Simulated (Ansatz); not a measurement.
Species: GeHF2, charge 0, doublet. GeHF2 (SMILES [GeH]([F])[F], doublet).
B3LYP-D3(BJ)/def2-TZVP minimum from Ansatz (a program for electronic structure):
```
Ge
F 1 1.7460
F 1 1.7460 2 103.73
H 1 1.5723 2 106.50 3 112.16
```
Charge 0, spin multiplicity 2.

Total energies in cc-pVDZ, 19 correlated electrons, 16 frozen orbitals. Open shells are spin-unrestricted; no spin-orbit coupling. Cores are frozen in correlated methods (noble-gas shells, and filled d and f shells in the p block). No relativity.

```json
[
 {"method": "HF", "program": "Ansatz", "energy (Eh)": "-2274.83294", "minus CCSDT(Q) (mEh)": "477.39"},
 {"method": "MP2", "program": "Ansatz", "energy (Eh)": "-2275.28851", "minus CCSDT(Q) (mEh)": "21.83"},
 {"method": "CCSD", "program": "Ansatz", "energy (Eh)": "-2275.30008", "minus CCSDT(Q) (mEh)": "10.26"},
 {"method": "CCSD(T)", "program": "Ansatz", "energy (Eh)": "-2275.30842", "minus CCSDT(Q) (mEh)": "1.91"},
 {"method": "CCSDT(Q)", "program": "Ansatz", "energy (Eh)": "-2275.31034", "minus CCSDT(Q) (mEh)": "0.00"}
]
```

Rough core times of Ansatz's runs on a shared machine: CCSD(T) under 20 s, CCSDT(Q) 4 min.
